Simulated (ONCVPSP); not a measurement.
# cobalt (Co), ONCV: configuration errors across variants

- Element: cobalt
- Generator: ONCVPSP 4.0.1
- Type: optimised norm-conserving Vanderbilt (ONCV)
- Functional: revPBE
- Relativity: scalar-relativistic
- Frozen core: [Ne]
- Valence charge: 17
- Reference configuration: 3s2 3p6 3d7 4s0.5 (charge +1.5)
- Partial waves: 3s+4s: rc 1.30 bohr, ncon 4, nbas 8, qcut 11.7 1/bohr, 2 projectors; 3p: rc 0.95 bohr, ncon 3, nbas 8, qcut 16.6 1/bohr, 1 projector; 3d: rc 1.40 bohr, ncon 4, nbas 8, qcut 11.1 1/bohr, 2 projectors, debl 2.2 Ha
- Local potential: polynomial inside 0.80 bohr (lpopt 5, dvloc0 2 Ha)
- Core correction: Teter function, fcfact 6, rcfact 1.7

All-electron excitation energies from the reference (eV): (1) 3s2 3p6 3d7 4s2 -16.225; (2) 3s2 3p6 3d7 4s1 -7.291; (3) 3s2 3p6 3d7 4s0 9.329; (4) 3s2 3p6 3d7.5 4s1.5 -17.191.

2 further variants failed, have other tests or too few solved ones, and are left out.

Errors AE − PS in meV (a dash: test not solved or not reliable):

```csv
change,(1),(2),(3),(4),bound ghosts,GHOST(+) flags above zero
base,+4.2,+1.0,-0.3,+1.0,none,none
"s: ncon 5, nbas 9",+4.3,+1.0,-0.3,+1.0,none,none
s: qcut 13.4; p: qcut 19.1; d: qcut 12.8,+3.8,+1.0,-0.3,+1.0,none,none
"local potential polynomial inside 0.80 bohr (lpopt 5, dvloc0 3.5 Ha)",+4.2,+1.0,-0.3,+1.0,none,none
"local potential polynomial inside 0.60 bohr (lpopt 5, dvloc0 0 Ha)",+4.2,+1.0,-0.3,+1.1,none,s
d: qcut 7.9,+6.3,+1.3,0.0,+1.4,none,none
d: rc 1.86,+6.2,+1.2,-0.5,+1.3,none,none
```

Problem. Give the same row for: core correction Teter function, fcfact 6.7, rcfact 1.7.

Solution. +4.1, +1.0, -0.3, +1.0; bound ghosts: none; GHOST(+) flags above zero: none.
